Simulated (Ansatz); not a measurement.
CHBrClFO (`OC(F)(Cl)Br`), relaxed with RKS PBE0-D4/def2-TZVP in the Gaussian-basis code of Ansatz from a PBE-D4/def2-SVP geometry. The force threshold is 0.005 eV/Å; the program also tests the step.

Charge 0, multiplicity 1.

Start:

```xyz
6

O    -1.025   -0.229    0.476
C     0.229    0.026    0.049
F     0.602    1.307    0.302
Cl    0.396   -0.211   -1.748
Br    1.441   -1.172    1.012
H    -1.644    0.279   -0.091
```

```tsv
step	energy (eV)	largest force (eV/Å)	largest move (Å)
1	-88370.8353	0.788	0.000
2	-88370.8615	0.262	0.018
3	-88370.8660	0.091	0.009
4	-88370.8663	0.041	0.004
5	-88370.8664	0.017	0.007
6	-88370.8664	0.005	0.002
```

End:

```xyz
6

O    -1.017   -0.228    0.464
C     0.232    0.020    0.040
F     0.593    1.292    0.296
Cl    0.402   -0.209   -1.723
Br    1.426   -1.157    1.000
H    -1.636    0.282   -0.076
```

Hardware: 4 threads of an Arm Neoverse V1 on a shared host. Wall time 26 s, peak host memory 0.51 GiB.
